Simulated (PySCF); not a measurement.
HCl3OTi, singlet, geometry from GFN2-xTB (such geometries of metal compounds can be far from the true shape); DF-PBE0/aug-cc-pVDZ (PySCF).

Input for PySCF:
```python
from pyscf import gto, scf, dft
import numpy

mol = gto.M(
    atom='''
Ti   -0.318983    0.164223    0.016657
Cl    1.286542    1.400771   -0.628028
Cl    0.369420   -0.633381    1.863900
Cl   -0.240474   -1.496128   -1.309787
O    -1.799289    0.926331    0.093956
H    -2.651354    1.365001    0.138450
''',
    basis='aug-cc-pvdz',
    charge=0,
    spin=0,
    verbose=4,
)
print('smallest overlap eigenvalue', numpy.linalg.eigvalsh(mol.intor('int1e_ovlp'))[0])

mf = dft.RKS(mol)
mf.xc = 'pbe0'
mf = mf.density_fit(auxbasis='def2-universal-jkfit')
mf = scf.addons.remove_linear_dep_(mf, threshold=1e-3, lindep=1e-3)
mf.kernel()
```

It wrote (shortened):

```
PySCF version 2.14.0

[INPUT] verbose = 4
[INPUT] num. atoms = 6
[INPUT] num. electrons = 82
[INPUT] charge = 0
[INPUT] spin (= nelec alpha-beta = 2S) = 0
[INPUT] symmetry False subgroup None
[INPUT] Mole.unit = angstrom
[INPUT] Symbol           X                Y                Z      unit          X                Y                Z       unit  Magmom
[...]
nuclear repulsion = 555.184688193299
number of shells = 48
number of NR pGTOs = 334
number of NR cGTOs = 172
basis = aug-cc-pvdz
ecp = {}
input.py:23: DeprecationWarning: remove_linear_dep_ is deprecated and will be removed in a future release. Linear dependency handling is now built into the SCF procedure by default. Linear dependency removal can be controlled using the following settings:
  pyscf.scf.hf.remove_overlap_zero_eigenvalue = True
  pyscf.scf.hf.overlap_zero_eigenvalue_threshold = 1e-6

  mf = scf.addons.remove_linear_dep_(mf, threshold=1e-3, lindep=1e-3)
smallest overlap eigenvalue 4.173198256429509e-05
Applying remove_linear_dep_ on SCF object.
Using canonical orthogonalization with threshold 0.001

******** <class 'pyscf.df.df_jk.DFRKS'> ********
method = DFRKS
initial guess = minao
damping factor = 0
level_shift factor = 0
DIIS = <class 'pyscf.scf.diis.CDIIS'>
diis_start_cycle = 1
diis_space = 8
diis_damp = 0
SCF conv_tol = 1e-09
SCF conv_tol_grad = None
SCF max_cycles = 50
direct_scf = False
XC library pyscf.dft.libxc version 7.1.2
    S. Lehtola, C. Steigemann, M. J. T. Oliveira, and M. A. L. Marques,  SoftwareX 7, 1–5 (2018)
XC functionals = pbe0
    C. Adamo and V. Barone,  J. Chem. Phys. 110, 6158 (1999)
    M. Ernzerhof and G. E. Scuseria,  J. Chem. Phys. 110, 5029 (1999)
radial grids:
    Treutler-Ahlrichs [JCP 102, 346 (1995); DOI:10.1063/1.469408] (M4) radial grids

becke partition: Becke, JCP 88, 2547 (1988); DOI:10.1063/1.454033
pruning grids: <function nwchem_prune>
grids dens level: 3
symmetrized grids: False
atomic radii adjust function: <function treutler_atomic_radii_adjust>
small_rho_cutoff = 0
Set gradient conv threshold to 3.16228e-05
Initial guess from minao.
tot grids = 101440
******** <class 'pyscf.df.df.DF'> ********
auxbasis = def2-universal-jkfit
init E= -2305.80686371195
[...]
cycle= 1 E= -2305.24803507427  delta_E= 0.559  |g|= 0.983  |ddm|= 4.41
[...]
cycle= 2 E= -2300.12947631308  delta_E= 5.12  |g|= 5.91  |ddm|= 3.04
[...]
cycle= 3 E= -2305.40683220674  delta_E= -5.28  |g|= 0.522  |ddm|= 2.36
[...]
cycle= 4 E= -2305.44544486235  delta_E= -0.0386  |g|= 0.229  |ddm|= 0.373
[...]
cycle= 5 E= -2305.45545359697  delta_E= -0.01  |g|= 0.105  |ddm|= 0.25
[...]
cycle= 6 E= -2305.45589285822  delta_E= -0.000439  |g|= 0.101  |ddm|= 0.0526
[...]
cycle= 7 E= -2305.45592838492  delta_E= -3.55e-05  |g|=  0.1  |ddm|= 0.0069
[...]
cycle= 8 E= -2305.45603391076  delta_E= -0.000106  |g|= 0.0983  |ddm|= 0.00276
[...]
cycle= 9 E= -2305.45604087974  delta_E= -6.97e-06  |g|= 0.098  |ddm|= 0.00314
[...]
cycle= 10 E= -2305.45645935216  delta_E= -0.000418  |g|= 0.0883  |ddm|= 0.00762
[...]
cycle= 11 E= -2305.45645205197  delta_E= 7.3e-06  |g|= 0.0888  |ddm|= 0.00789
[...]
cycle= 12 E= -2305.45636683898  delta_E= 8.52e-05  |g|= 0.0906  |ddm|= 0.00306
[...]
cycle= 13 E= -2305.45621515004  delta_E= 0.000152  |g|= 0.0947  |ddm|= 0.0151
[...]
cycle= 14 E= -2305.45604725529  delta_E= 0.000168  |g|= 0.0977  |ddm|= 0.019
[...]
cycle= 15 E= -2305.45599181995  delta_E= 5.54e-05  |g|= 0.0986  |ddm|= 0.00611
[...]
cycle= 16 E= -2305.45554749495  delta_E= 0.000444  |g|= 0.106  |ddm|= 0.0178
[...]
cycle= 17 E= -2305.45609503281  delta_E= -0.000548  |g|= 0.0976  |ddm|= 0.0257
[...]
cycle= 18 E= -2305.45703762792  delta_E= -0.000943  |g|= 0.0729  |ddm|= 0.0324
[...]
cycle= 19 E= -2305.45651675671  delta_E= 0.000521  |g|= 0.0869  |ddm|= 0.0273
[...]
cycle= 20 E= -2305.45667495234  delta_E= -0.000158  |g|= 0.0839  |ddm|= 0.0128
[...]
cycle= 21 E= -2305.45698121009  delta_E= -0.000306  |g|= 0.0749  |ddm|= 0.0182
[...]
cycle= 22 E= -2305.45658117158  delta_E= 0.0004  |g|= 0.0858  |ddm|= 0.0116
[...]
cycle= 23 E= -2305.45720216748  delta_E= -0.000621  |g|= 0.0646  |ddm|= 0.0472
[...]
cycle= 24 E= -2305.45660655408  delta_E= 0.000596  |g|= 0.0849  |ddm|= 0.0536
[...]
cycle= 25 E= -2305.45742154478  delta_E= -0.000815  |g|= 0.0684  |ddm|= 0.0478
[...]
cycle= 26 E= -2305.45651605795  delta_E= 0.000905  |g|= 0.0876  |ddm|= 0.0528
[...]
cycle= 27 E= -2305.45642077383  delta_E= 9.53e-05  |g|= 0.0883  |ddm|= 0.0301
[...]
cycle= 28 E= -2305.45630604188  delta_E= 0.000115  |g|= 0.0928  |ddm|= 0.0251
[...]
cycle= 29 E= -2305.45625238763  delta_E= 5.37e-05  |g|= 0.0923  |ddm|= 0.0139
[...]
cycle= 30 E= -2305.456483813  delta_E= -0.000231  |g|= 0.0878  |ddm|= 0.0174
[...]
cycle= 31 E= -2305.45779758571  delta_E= -0.00131  |g|= 0.0455  |ddm|= 0.0619
[...]
cycle= 32 E= -2305.45670694387  delta_E= 0.00109  |g|= 0.0799  |ddm|= 0.0717
[...]
cycle= 33 E= -2305.45619523039  delta_E= 0.000512  |g|= 0.0946  |ddm|= 0.0407
[...]
cycle= 34 E= -2305.45701174993  delta_E= -0.000817  |g|= 0.0767  |ddm|= 0.033
[...]
cycle= 35 E= -2305.45638375415  delta_E= 0.000628  |g|= 0.0902  |ddm|= 0.0278
[...]
cycle= 36 E= -2305.45628183982  delta_E= 0.000102  |g|= 0.0925  |ddm|= 0.00934
[...]
cycle= 37 E= -2305.45656086427  delta_E= -0.000279  |g|= 0.0838  |ddm|= 0.0191
[...]
cycle= 38 E= -2305.45621969386  delta_E= 0.000341  |g|= 0.0935  |ddm|= 0.0164
[...]
cycle= 39 E= -2305.4564399792  delta_E= -0.00022  |g|= 0.0896  |ddm|= 0.011
[...]
cycle= 40 E= -2305.4577335449  delta_E= -0.00129  |g|= 0.047  |ddm|= 0.0648
[...]
cycle= 41 E= -2305.4565076605  delta_E= 0.00123  |g|= 0.0855  |ddm|= 0.077
[...]
cycle= 42 E= -2305.45605444364  delta_E= 0.000453  |g|= 0.0952  |ddm|= 0.0306
[...]
cycle= 43 E= -2305.4570457966  delta_E= -0.000991  |g|= 0.0734  |ddm|= 0.0321
[...]
cycle= 44 E= -2305.45626990534  delta_E= 0.000776  |g|= 0.0918  |ddm|= 0.0257
[...]
cycle= 45 E= -2305.45607420126  delta_E= 0.000196  |g|= 0.0968  |ddm|= 0.0257
[...]
cycle= 46 E= -2305.45617528537  delta_E= -0.000101  |g|= 0.0937  |ddm|= 0.0167
[...]
cycle= 47 E= -2305.4565146214  delta_E= -0.000339  |g|= 0.0845  |ddm|= 0.0341
[...]
cycle= 48 E= -2305.45619991237  delta_E= 0.000315  |g|= 0.0952  |ddm|= 0.0367
[...]
cycle= 49 E= -2305.45760988654  delta_E= -0.00141  |g|= 0.0507  |ddm|= 0.0737
[...]
cycle= 50 E= -2305.45627021237  delta_E= 0.00134  |g|= 0.0924  |ddm|= 0.0758
SCF not converged.
SCF energy = -2305.45627021237
```

Convergence was not reached.
